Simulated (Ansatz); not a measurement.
A nudged elastic band was laid between two geometries of CH4AlFS (8 atoms, charge 0, multiplicity 1).

The calculation used Ansatz 0.2.0, RKS PBE-D4/cc-pVDZ.

* movable images: 7
* climbing image: yes
* spring: 5.0 eV/Å²
* optimiser: quadratic models (default)
* start path: through a guess of the saddle point
* force threshold: 0.05 eV/Å
* iteration limit: 60
* end points: relaxed

Image 0:

```xyz
8
Properties=species:S:1:pos:R:3
C -0.151 1.375 -0.184
Al 0.323 -0.498 0.102
F 1.938 -0.952 0.435
S -1.135 -2.159 0.024
H -1.240 1.493 -0.359
H 0.132 1.989 0.696
H 0.391 1.784 -1.062
H -0.167 -3.088 0.294
```

Image 8:

```xyz
8
Properties=species:S:1:pos:R:3
C -0.134 1.371 -0.220
Al 0.246 -0.485 0.253
F 1.423 -0.868 1.433
S -0.775 -2.215 -0.670
H -0.422 1.954 0.680
H 0.767 1.854 -0.652
H -0.956 1.439 -0.960
H -0.056 -3.106 0.079
```

Problem. What changes between the two ends?

Solution. No bond is made or broken. The dihedral H5–C1–Al2–S4 goes from 2 to 124°. The two ends are copies of one structure, up to a mirror image or an exchange of like atoms.

Problem. What energy profile does the band end with?

Solution. The forces met the threshold. The highest image is number 3 of 0 to 8, 0.009 eV above the ends, which have the same energy within 2 meV. A vibrational analysis at the climbing image gives one clearly imaginary mode, 54i cm⁻¹: a first-order saddle point.

| image | path coordinate (Å) | energy (eV) | dihedral H5–C1–Al2–S4 (°) |
| --- | --- | --- | --- |
| 0 | 0.00 | 0.000 | 2 |
| 1 | 0.46 | 0.002 | 19 |
| 2 | 0.92 | 0.006 | 37 |
| 3 | 1.38 | 0.009 | 55 |
| 4 | 1.72 | 0.008 | 69 |
| 5 | 2.05 | 0.006 | 83 |
| 6 | 2.39 | 0.003 | 96 |
| 7 | 2.72 | 0.001 | 110 |
| 8 | 3.06 | 0.000 | 124 |

Problem. What is the geometry of the highest image?

Solution. 
```xyz
8
Properties=species:S:1:pos:R:3
C -0.123 1.378 -0.196
Al 0.301 -0.491 0.193
F 1.714 -0.926 1.051
S -1.003 -2.175 -0.401
H -1.126 1.637 0.203
H 0.622 2.070 0.245
H -0.150 1.541 -1.293
H -0.143 -3.090 0.143
```

The run took 6 min on 1 thread of Arm Neoverse V1, on a shared host, peak memory 0.15 GiB.
